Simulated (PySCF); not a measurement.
## Re⁺: excitation energy

Re⁺ [Xe] 4f14 5d5 6s1 (7S) → Re⁺ [Xe] 4f14 5d6 (5D), as a difference of total energies. All numbers are calculated (PySCF 2.14, scalar relativity through the core potential, in aug-cc-pwCVTZ-PP with ECP60MDF (8s8p7d4f3g, 122 functions)). Correlated levels: valence: 5s2 5p6 frozen; valence and next inner shell: nothing frozen outside the core potential. The calculations carry no spin-orbit coupling.

```
                                method  excitation energy (eV)
                                   UHF                   3.398
                                  PBE0                   2.561
                                B2PLYP                   2.248
                               r2SCAN0                   2.939
                         MP2 (valence)                   2.638
                     SCS-MP2 (valence)                   1.964
    MP2 (valence and next inner shell)                   2.868
SCS-MP2 (valence and next inner shell)                   2.391
```

How much does correlation contribute at MP2 (valence and next inner shell)?

2.868 − (3.398) = -0.530 eV, measured against UHF.
